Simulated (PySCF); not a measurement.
# Ionisation energy of Cl(2+) by level of theory

Cl(2+) [Ne] 3s2 3p3 (4S) → Cl(3+) [Ne] 3s2 3p2 (3P), as a difference of total energies. Computed with PySCF 2.14 in aug-cc-pV(D+d)Z, with no relativity, point nucleus. Correlated levels: valence: [Ne] frozen. The calculations carry no spin-orbit coupling.

```tsv
method	ionisation energy (eV)
UHF	38.960
MP2 (valence)	39.424
SCS-MP2 (valence)	39.259
CCSD (valence)	39.340
CCSD(T) (valence)	39.345
CCSDT (valence)	39.344
```

Q: How much does correlation contribute at CCSD(T) (valence)?

A: 39.345 − (38.960) = 0.385 eV, measured against UHF.

A first-order spin-orbit estimate (lowest level to lowest level, LS coupling) adds -0.097 eV.

Errors of the correlated levels include the incompleteness of this basis and the frozen core.

For comparison: 39.8 ± 0.11 eV (semi-empirical (NIST evaluation); NIST Atomic Spectra Database, ionization energies).
